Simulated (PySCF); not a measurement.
# One molecule, several mistakes: BGeH5O

All numbers below are calculated, not measured. The program is PySCF 2.14.0, an open-source quantum chemistry code, run on an isolated molecule that a program drew, which may never have been made. The molecule is BGeH5O (charge 0, singlet), drawn as the SMILES string `[BH2][GeH2][OH]`.

Each row is a Hartree-Fock (HF) and frozen-core CCSD(T) single point in the cc-pVDZ basis, meant for a local HF minimum. Run 1 is clean. Each other run has one planted mistake out of seven kinds, and not every kind appears here: one electron removed, one electron added, multiplicity raised by two, geometry at a saddle point, minimal basis STO-3G, one bond length entered in bohr, all coordinates scaled. The reference is restricted for singlets and unrestricted otherwise, and also for a bond in bohr. Adding or removing an electron swaps singlet and doublet. Electrons count all cores. HOMO and LUMO are orbital energies over both spins, the gradient is its largest component, and the lowest frequency (negative if imaginary) is given only where the gradient is small. Bond lengths are over the 7 bonds as drawn. T1 is the CCSD diagnostic: over 0.02 (restricted) or 0.045 (unrestricted) a single reference is doubtful. Germanium has the cc-pVDZ-PP basis, with a core potential (ECP10MDF) in place of its 10 inner electrons, and its 3s, 3p and 3d shells are frozen in CCSD(T).

Geometry of the clean run:
```xyz
8
BGeH5O, angstrom
B    -0.4264    0.5250   -2.6018
Ge    0.9775   -0.3776   -1.3684
O     1.3723    0.7662   -0.0489
H    -0.8335   -0.0624   -3.5640
H    -0.8418    1.6231   -2.3734
H     0.4462   -1.6806   -0.7445
H     2.2749   -0.7227   -2.1214
H     2.0104    0.4507    0.5740
```

| run | electrons | basis functions | <S^2> | HOMO (eV) | LUMO (eV) | gradient (hartree/bohr) | lowest frequency (cm^-1) | mean bond (Å) | longest bond (Å) | T1 | HF (hartree) | CCSD(T) (hartree) | mistake |
|---|---|---|---|---|---|---|---|---|---|---|---|---|---|
| 1 | 50 | 76 | 0.000 | -11.15 | 1.29 | 1.1e-05 | 99 | 1.4693 | 2.075 | 0.0120 | -395.81700 | -396.23489 | no fault |
| 2 | 50 | 76 | 0.876 | -8.67 | 0.74 | 7.0e-03 | - | 1.6649 | 2.909 | 0.0379 | -395.71904 | -396.12561 | one bond length entered in bohr |
| 3 | 50 | 76 | 0.000 | -11.20 | 1.36 | 2.4e-02 | - | 1.4340 | 2.025 | 0.0116 | -395.81283 | -396.22748 | all coordinates scaled |
| 4 | 50 | 76 | 2.013 | -7.72 | -1.85 | 4.5e-02 | - | 1.4693 | 2.075 | 0.0175 | -395.69103 | -396.10343 | multiplicity raised by two |
| 5 | 49 | 76 | 0.763 | -17.52 | -8.95 | 8.1e-02 | - | 1.4693 | 2.075 | 0.0343 | -395.44839 | -395.84831 | ? |

**Which mistake was planted in run 5, and what did it cost?**

It counts 49 electrons, one fewer than the clean run, at the same geometry and basis. So the mistake is: one electron removed. Subtracting run 1 and multiplying by 627.51 kcal/mol a hartree, the energy moved by 231.3 kcal/mol in HF and 242.6 kcal/mol in CCSD(T).

